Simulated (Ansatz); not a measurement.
Gas-phase electronic energies from Ansatz, PBE0-D4/def2-TZVP geometries. CCSD(T)/CBS is the MP2 limit (def2-TZVPP, def2-QZVPP) plus CCSD(T) − MP2 in def2-TZVPP, frozen cores. DFT in def2-TZVPP. Elements past krypton have def2 core potentials. For Cd, Ge outer-core shells are correlated without core-valence functions, which leaves a few kJ/mol of doubt a bond. Scalar relativity is left out up to krypton. One conformer a species, not always the lowest.

Consider the ligand exchange at the Si–O bond: `[F][Cd][O][SiH3]` + `[OH][Ge][F]` → `[F][Ge][O][SiH3]` + `[OH][Cd][F]`.

(1) Is it downhill or uphill in electronic energy at CCSD(T)/CBS, and by how much? (Estimate.)

(2) What do these levels give: PBE, r2SCAN, LC-ωPBE, HF/def2-TZVPP, CCSD(T)/def2-TZVPP, SCS-MP2/def2-QZVPP? (Estimate.)

Largest T1 diagnostic among the species: 0.017.

Answers

(1) Computed: Uphill: ΔE = +0.07 eV.

(2) The calculation gave: PBE 0.07, r2SCAN 0.09, LC-ωPBE 0.14, HF/def2-TZVPP 0.16, CCSD(T)/def2-TZVPP 0.11, SCS-MP2/def2-QZVPP 0.09 eV.

From PBE to PBE0 (25 % exact exchange), in def2-TZVPP and without D4, ΔE moves by +0.03 eV. Leaving LDA and LC-ωPBE aside and taking each functional with its dispersion term where it has one, the values, not all of them listed here, spread over 0.10 eV, from BLYP-D4 to PBE-QIDH. In def2-TZVPP, CCSD(T) changes the Hartree–Fock value by −0.05 eV (the triples alone add −0.01 eV) and MP2 by −0.05 eV.
